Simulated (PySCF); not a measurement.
Electron correlation in F⁺ (fluorine, charge +1)

[He] 2s1 2p5, high-spin 3P determinant (an excited configuration). All numbers are calculated (PySCF 2.14, scalar relativity by spin-free X2C-1e, in dyall-av3z (15s9p3d2f, 71 functions)). Frozen: 1s2; 6 electrons correlated; the 14 highest virtual orbitals of each spin left out.

```tsv
level	correlation energy (mhartree)
CCSD	-209.87
(T)	-5.57
CCSD(T)	-215.44
```

Diagnostics: T1 = 0.0067, D1 = 0.0143, largest double amplitude 0.049.

Cost of the coupled-cluster step: of the order of 6 core-seconds, for 6 correlated electrons.
